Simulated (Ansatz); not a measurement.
Ansatz results at the PBE0-D4/def2-TZVP geometry: HOMO energy (PBE0/def2-TZVPP) -7.64 eV; LUMO energy (PBE/def2-TZVPP) -2.29 eV; HOMO energy (ωB97M-V/def2-TZVPP) -9.93 eV.

Each molecule was computed in one conformer, which needn't be the lowest.

Q: Which molecule gave them?
A. `[O]=[Mo](=[O])([F])[Cl]`
B. `[NH]=[Mo](=[NH])([F])[F]`
C. `[CH3][Mo](=[NH])(=[NH])[OH]`
D. `C[N]=[Mo]([CH3])([OH])=[N]C`

A: C. The others give `C[N]=[Mo]([CH3])([OH])=[N]C`: -6.84, -1.84, -9.06; `[NH]=[Mo](=[NH])([F])[F]`: -8.49, -2.84, -10.73; `[O]=[Mo](=[O])([F])[Cl]`: -10.00, -4.17, -12.30.
